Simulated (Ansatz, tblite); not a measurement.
(CdS)n: gap (eV) at several levels, gas phase, relaxed structures; Ansatz, xTB through tblite. Clusters are the lowest isomers that short searches found in that spin, judged at the geometry's level. Core potentials for Cd in the def2 sets, no spin–orbit coupling. Singlets are spin-restricted. A dash marks a value that wasn't run or was left out as unsound. The structures are stationary points that may keep the symmetry of their start. Remarks come from the PBE and PBE0 runs and from stability tests at other levels; not every state was tested.

```tsv
species	state	geometry	GFN1-xTB	GFN2-xTB	PBE-D4/def2-SVP	PBE-D4/def2-TZVP	B3LYP-D4/def2-TZVP	PBE0-D4/def2-TZVP	remarks
(CdS)2 ring (Cd2S2)	singlet	r2SCAN-D4/def2-SVP	2.22	1.88	1.12	1.22	2.46	2.95	–
(CdS)6 ring (Cd6S6)	singlet	PBE-D4/def2-SVP	2.96	2.38	2.84	2.87	4.20	4.66	–
(CdS)6 prism (Cd6S6)	singlet	r2SCAN-D4/def2-SVP	2.86	2.70	2.19	2.15	–	3.88	–
Cd2S2	singlet	r2SCAN-D4/def2-SVP	1.33	1.33	0.33	0.44	1.64	–	triplet 0.07 eV lower at PBE0-D4/def2-TZVP (not tabulated), restricted SCF unstable
```
